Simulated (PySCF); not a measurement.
# `C[C@H]([O-])CC(F)(F)F`: 4 charge schemes on one density

Compound: C₄H₆F₃O (charge -1).
Geometry (GFN2-xTB, Å), atoms numbered from 1 in this order:
```
atom  x, y, z in Å
C1    -1.604    0.024   -0.478
C2    -0.790    0.028    0.859
O3    -1.262    0.758    1.805
C4     0.741    0.507    0.456
C5     1.519   -0.365   -0.459
F6     1.479   -1.681   -0.168
F7     1.181   -0.276   -1.765
F8     2.874   -0.079   -0.465
H9    -2.624   -0.284   -0.252
H10   -1.185   -0.663   -1.212
H11   -1.636    1.029   -0.896
H12   -0.643   -1.074    1.128
H13    1.277    0.570    1.403
H14    0.673    1.504    0.022
```

Density: PBE0/pcSseg-1 (PySCF); schemes: Mulliken, IAO, Hirshfeld and ESP-fitted. One conformer (not necessarily the lowest) at the GFN2-xTB geometry, without solvent, vibrations or thermal averaging. The pcSseg-1 basis has no diffuse functions, a weakness for an anion. The HOMO energy is positive at this level (+0.03 eV), so the outermost electrons may be held by the finite basis alone.

Q: Tabulate the Mulliken, IAO, Hirshfeld and ESP-fitted charges.

A: In e:

```
atom                 environment  Mulliken     IAO  Hirshfeld  ESP-fitted
  C1               methyl carbon    -0.260  -0.467     -0.174      -0.537
  C2  sp3 carbon bound to oxygen    +0.100  +0.203     +0.001      +0.890
  O3             alkoxide oxygen    -0.687  -0.808     -0.526      -0.927
  C4            chain CH2 carbon    -0.322  -0.385     -0.143      -0.560
  C5                  CF3 carbon    +0.744  +0.787     +0.247      +0.684
  F6     fluorine of a CF3 group    -0.290  -0.299     -0.116      -0.235
  F7     fluorine of a CF3 group    -0.296  -0.304     -0.115      -0.246
  F8     fluorine of a CF3 group    -0.334  -0.340     -0.164      -0.303
  H9             methyl hydrogen    +0.067  +0.117     +0.007      +0.074
 H10             methyl hydrogen    +0.050  +0.101     -0.009      +0.056
 H11             methyl hydrogen    +0.053  +0.108     +0.004      +0.083
 H12            methine hydrogen    -0.029  -0.001     -0.053      -0.222
 H13          methylene hydrogen    +0.110  +0.150     +0.022      +0.121
 H14          methylene hydrogen    +0.095  +0.138     +0.021      +0.124
```

Mean size of the charges over all atoms: ESP-fitted 0.362 e, IAO 0.301 e, Mulliken 0.246 e, Hirshfeld 0.115 e. Each set sums to the total charge, -1, to within 0.001 e. The ESP scheme fits charges at the nuclei, held to the total charge, to the electrostatic potential on points at 1.4 to 2.0 times the van der Waals radii.

Lowest charge. All schemes agree: Mulliken O3 (-0.687); IAO O3 (-0.808); Hirshfeld O3 (-0.526); ESP-fitted O3 (-0.927).

Highest charge. The schemes don't all agree: Mulliken C5 (+0.744); IAO C5 (+0.787); Hirshfeld C5 (+0.247); ESP-fitted C2 (+0.890).

Q: How closely do the schemes follow one another over all atoms?

A: Correlation coefficient and root-mean-square difference: Mulliken with IAO 0.99, 0.079 e; IAO with Hirshfeld 0.95, 0.227 e; Mulliken with Hirshfeld 0.94, 0.177 e; IAO with ESP-fitted 0.90, 0.206 e; Mulliken with ESP-fitted 0.85, 0.248 e; Hirshfeld with ESP-fitted 0.84, 0.334 e.

Q: How many electrons does the ESP-fitted scheme count on F7?

A: Z − q = 9 − (-0.246) = 9.246.
